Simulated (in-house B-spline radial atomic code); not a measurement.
Successive ionisation energies of caesium; each step leads to the configuration of the next row (after the last: [Ne] 3s2 3p3). NIST's values go from ground level to ground level; the uncertainty of those that are theory runs from under 0.1 % in few-electron ions to several per cent in heavy many-electron ones. Computed with a B-spline radial code for spherical atoms: non-relativistic Hartree-Fock, average of the configuration, point nuclei.

This level leaves out relativity, spin-orbit splitting included, which matters for heavy ions.

```csv
ion,configuration,ionisation energy (eV),tabulated value (eV),tabulated kind,computed minus tabulated (eV),highest orbital,largest mean radius (bohr)
Cs21+,[Ar] 3d10 4s2 4p4,662.9,666,tabulated theory,-3.1,4p,0.66472
Cs22+,[Ar] 3d10 4s2 4p3,?,?,tabulated theory,?,?,?
Cs23+,[Ar] 3d10 4s2 4p2,?,?,tabulated theory,?,?,?
Cs24+,[Ar] 3d10 4s2 4p1,767.7,791,tabulated theory,-23.3,4p,0.64663
Cs25+,[Ar] 3d10 4s2,847.8,875,tabulated theory,-27.2,4s,0.63721
Cs26+,[Ar] 3d10 4s1,886.0,916.1,semi-empirical,-30.1,4s,0.63176
Cs27+,[Ar] 3d10,1602.8,1592,tabulated theory,10.8,3d,0.30629
Cs28+,[Ar] 3d9,1686.4,1672,tabulated theory,14.4,3d,0.30414
Cs29+,[Ar] 3d8,1771.6,1757,tabulated theory,14.6,3d,0.302
Cs30+,[Ar] 3d7,1858.4,1848,tabulated theory,10.4,3d,0.29988
Cs31+,[Ar] 3d6,1946.6,1936,tabulated theory,10.6,3d,0.29778
Cs32+,[Ar] 3d5,?,?,tabulated theory,?,?,?
Cs33+,[Ar] 3d4,2127.8,2137,tabulated theory,-9.2,3d,0.29363
Cs34+,[Ar] 3d3,2220.6,2230,tabulated theory,-9.4,3d,0.29159
Cs35+,[Ar] 3d2,2315.0,2329,tabulated theory,-14.0,3d,0.28956
Cs36+,[Ar] 3d1,2410.9,2422,tabulated theory,-11.1,3d,0.28755
Cs37+,[Ne] 3s2 3p6,2667.6,2683,tabulated theory,-15.4,3p,0.28557
Cs38+,[Ne] 3s2 3p5,2752.1,2767,tabulated theory,-14.9,3p,0.28407
Cs39+,[Ne] 3s2 3p4,2837.4,2859,tabulated theory,-21.6,3p,0.2826
```

(1) Fill in the row of Cs22+.

(2) Fill in the row of Cs23+.

(3) Fill in the row of Cs32+.

(4) Where is the largest jump?

Answers

(1) ionisation energy (eV): 697.3; tabulated value (eV): 700; computed minus tabulated (eV): -2.7; highest orbital: 4p; largest mean radius (bohr): 0.65854.

(2) ionisation energy (eV): 732.3; tabulated value (eV): 753; computed minus tabulated (eV): -20.7; highest orbital: 4p; largest mean radius (bohr): 0.65252.

(3) ionisation energy (eV): 2036.5; tabulated value (eV): 2029; computed minus tabulated (eV): 7.5; highest orbital: 3d; largest mean radius (bohr): 0.2957.

(4) From Cs26+ to Cs27+, by a factor of 1.81 (885.99 to 1602.8 eV); the highest orbital goes from 4s to 3d.
